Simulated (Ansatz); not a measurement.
```yaml
crystal:
  periodic: [true, true, true]
  atoms:
    - {symbol: C, position_ang: [0.827852, -1.477698, -1.074683]}
    - {symbol: N, position_ang: [0.543087, -0.169830, -0.684064]}
    - {symbol: C, position_ang: [0.765487, 0.809733, -1.613147]}
    - {symbol: Hf, position_ang: [0.000894, 0.330768, 1.245451]}
    - {symbol: C, position_ang: [-1.895957, 0.852314, 1.013371]}
    - {symbol: O, position_ang: [0.319239, -1.145099, 2.517235]}
    - {symbol: F, position_ang: [1.003302, 2.123365, 1.600011]}
    - {symbol: H, position_ang: [0.652263, -2.307428, -0.357024]}
    - {symbol: H, position_ang: [0.290632, -1.839247, -2.103982]}
    - {symbol: H, position_ang: [1.971694, -1.587639, -1.349346]}
    - {symbol: H, position_ang: [0.256654, 0.823830, -2.392673]}
    - {symbol: H, position_ang: [1.837206, 0.727578, -1.888862]}
    - {symbol: H, position_ang: [0.745663, 1.838755, -1.148932]}
    - {symbol: H, position_ang: [-2.516317, 1.214089, 1.887609]}
    - {symbol: H, position_ang: [-2.361660, 1.742883, 0.263418]}
    - {symbol: H, position_ang: [-2.764095, -0.006277, 0.693755]}
    - {symbol: H, position_ang: [0.315547, -1.617632, 3.193768]}
basis:
  gaussian: {orbitals: def2-mTZVP}
hamiltonian: {xc: {name: revPBE}}
```

```sh
$ ansatz run in.yaml --threads 2 --pin off --events-out ev --progress --plain --max-ram 22528MiB --backend cpu
```

Output, abridged:

```
Error: YAML parse error: error: line 2 column 3: crystal: missing field `lattice` (a structure is typed as `lattice` and `atoms`, a molecule's as `atoms` in Å alone, or read from a run's directory, `checkpoint`)
 --> <input>:2:3
1 | crystal:
2 |   periodic: [true, true, true]
3 |   atoms:
4 |     - {symbol: C, position_ang: [0.827852, -1.477698, -1.074683]}
```

In this input the molecule is marked periodic without a cell. The program refused the input.
